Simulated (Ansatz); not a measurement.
The same molecule with X = Li, Na, K. Ansatz, PBE0-D4/def2-TZVP geometries, multiplicity 1.

Outer-core shells of K, Li, Na are correlated without core-valence functions. Scalar relativity is left out up to krypton.

```
 X    molecule  vertical ionisation energy (CCSD(T)/def2-TZVPP) / eV  mean X–S bond length / Å  HOMO–LUMO gap (PBE0/def2-TZVPP) / eV  size of the dipole moment (PBE/def2-TZVPP) / D  HOMO–LUMO gap (B3LYP/def2-TZVPP) / eV
Li  `[Li][SH]`                                                  8.00                     2.139                                  4.31                                            6.61                                   3.80
 K   `[SH][K]`                                                  6.85                     2.825                                  3.34                                            9.44                                   2.87
```

Problem. Give the row for X = Na, `[Na][SH]`. (Estimate.)

Solution. The calculation gave: 
| X | molecule | vertical ionisation energy (CCSD(T)/def2-TZVPP) / eV | mean X–S bond length / Å | HOMO–LUMO gap (PBE0/def2-TZVPP) / eV | size of the dipole moment (PBE/def2-TZVPP) / D | HOMO–LUMO gap (B3LYP/def2-TZVPP) / eV |
| --- | --- | --- | --- | --- | --- | --- |
| Na | `[Na][SH]` | 7.42 | 2.475 | 3.57 | 7.65 | 3.08 |

From Li to K the vertical ionisation energy (CCSD(T)/def2-TZVPP) falls at each step, by 1.15 eV in all; the mean X–S bond length rises at each step, by 0.686 Å in all; the HOMO–LUMO gap (PBE0/def2-TZVPP) falls at each step, by 0.97 eV in all; the HOMO–LUMO gap (B3LYP/def2-TZVPP) falls at each step, by 0.93 eV in all. Bonds lengthen as the atom grows down the group. Dipoles are sizes alone, and their direction can turn along the series.

B3LYP here is the variant with VWN-RPA as its local correlation; programs differ in this.
